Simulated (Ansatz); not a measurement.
# SiSe (SMILES [Si][Se]): methods side by side

The species is SiSe (2 atoms), meant as a singlet with charge 0. SMILES: `[Si][Se]`. The shape comes from GFN2-xTB, which is rough for such elements, and wasn't checked as a minimum.

```xyz
2

Si    0.0000    0.0000    0.0000
Se    0.0000    0.0000    2.1245
```

Quantity: the energy change with the Si1–Se2 bond stretched from 2.125 to 5.154 Å, in eV. The values are calculated.

| level | kind | program | value (eV) | less FCI/STO-3G |
| --- | --- | --- | --- | --- |
| HF/STO-3G (restricted) | Hartree–Fock | Ansatz | 8.64 | +2.42 |
| SVWN5/STO-3G (restricted) | LDA | Ansatz | 9.39 | +3.17 |
| PBE/STO-3G (restricted) | GGA | Ansatz | 9.03 | +2.81 |
| BHLYP/STO-3G (restricted) | global hybrid | Ansatz | 9.71 | +3.49 |
| wB97M-V/STO-3G (restricted) | range-separated hybrid | Ansatz | 10.07 | +3.85 |
| B2PLYP/STO-3G (restricted) | double hybrid | Ansatz | 9.93 | +3.71 |
| RPA@PBE/STO-3G (restricted) | RPA | Ansatz | 4.46 | -1.76 |
| CCSD(T)/STO-3G (unrestricted) | coupled cluster or CI | Ansatz | 6.20 | -0.02 |
| FCI/STO-3G | exact in the basis | Ansatz | 6.22 | 0.00 |

FCI/STO-3G is exact within its basis and frozen core, so for wave-function methods in that basis the difference is their error; functionals converge differently with the basis, so for them it is only a difference. A spin-restricted reference rises too steeply as a bond breaks; here HF/STO-3G, SVWN5/STO-3G, PBE/STO-3G, BHLYP/STO-3G, wB97M-V/STO-3G, B2PLYP/STO-3G lie well above the multireference or unrestricted value. All-electron rows without a relativistic Hamiltonian named are non-relativistic. The first shape isn't each level's own minimum. The values span 4.46 to 10.07 eV. Spin contamination of the reference (⟨S²⟩ at least 0.1 too high) touches CCSD(T)/STO-3G. All rows use very small basis sets, so none should be taken for the real molecule's value. In the correlated wave-function rows the outer d shell of Se is correlated, in sets not made for it.
